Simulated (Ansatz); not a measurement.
Molecule: sum formula H3SiO3F, charge 0, multiplicity 1. SMILES: O[Si](O)(O)F
Coordinates optimised at B3LYP-D3(BJ)/def2-TZVP (Ansatz, an electronic-structure program):
```xyz
8

Si     0.0007    -0.0003    -0.0170
F     -0.0678     0.0278     1.5817
O     -0.7923     1.2887    -0.6039
O      1.5552     0.0491    -0.4816
O     -0.6928    -1.3665    -0.5530
H     -0.5010     2.1695    -0.3569
H      2.1518    -0.6459    -0.1938
H     -1.6127    -1.5392    -0.3394
```

Atomisation energy built up term by term with Ansatz (kcal/mol; UHF references for open shells; valence terms freeze the core; atomic spin-orbit terms are left out). CBS marks a two-point X^-3 extrapolation of the correlation energy; Hartree-Fock from the larger set (for Q and 5 zeta extrapolated as (X+1)exp(-9√X)).

```
term                                            basis  kcal/mol
-----------------------  ----------------------------  --------
Hartree-Fock             CBS(cc-pV(Q+d)Z,cc-pV(5+d)Z)    578.74
CCSD correlation         CBS(cc-pV(Q+d)Z,cc-pV(5+d)Z)    230.10
(T)                      CBS(cc-pV(Q+d)Z,cc-pV(5+d)Z)     15.40
core correlation                            cc-pwCVTZ      1.32
scalar relativity (X2C)    cc-pVTZ-DK against cc-pVTZ     -2.07
sum: De                                                   823.5
```

(T) makes 1.9 % of the CCSD(T) atomisation energy; under 5 % is typical of single-reference molecules.
